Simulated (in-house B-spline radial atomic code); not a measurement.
**S³⁺: [Ne] 3s2 7p1 (an excited or competing configuration)**

Method: Dirac-Hartree-Fock, average of configuration, Fermi nucleus of rms radius 3.2611 fm. Calculated with an all-electron radial atomic-structure program (B-spline basis).

Z_r = [3n² - l(l+1)]/(2<r>); Z_e = n√(-2ε); the last column is Slater's effective charge. Values are occupation-weighted means over j.

```json
{"shell": "1s", "electrons": "2", "ε (eV)": "-2571.6", "<r> (bohr)": "0.0967", "Z_r": "15.51", "Z_e": "13.75", "Slater": "15.70"}
{"shell": "2s", "electrons": "2", "ε (eV)": "-303.43", "<r> (bohr)": "0.4714", "Z_r": "12.73", "Z_e": "9.45", "Slater": "11.85"}
{"shell": "2p", "electrons": "6", "ε (eV)": "-238.64", "<r> (bohr)": "0.4384", "Z_r": "11.40", "Z_e": "8.38", "Slater": "11.85"}
{"shell": "3s", "electrons": "2", "ε (eV)": "-68.554", "<r> (bohr)": "1.484", "Z_r": "9.10", "Z_e": "6.73", "Slater": "6.85"}
{"shell": "7p", "electrons": "1", "ε (eV)": "-5.488", "<r> (bohr)": "14.66", "Z_r": "4.94", "Z_e": "4.45", "Slater": "4.00"}
```

The least bound orbital is 7p3/2 at -5.486 eV, and it is also the most diffuse (<r> = 14.67 bohr).

Spin-orbit splittings of the orbital energies (j = l + 1/2 above j = l - 1/2 when positive): 2p 1.326 eV, 7p 0.004568 eV.

For the 1s electron the small component carries 0.324 % of the norm, the zero-frequency Breit interaction raises the level by 1.737 eV, self-energy by 0.7661 eV, and vacuum polarisation lowers it by 0.05066 eV.
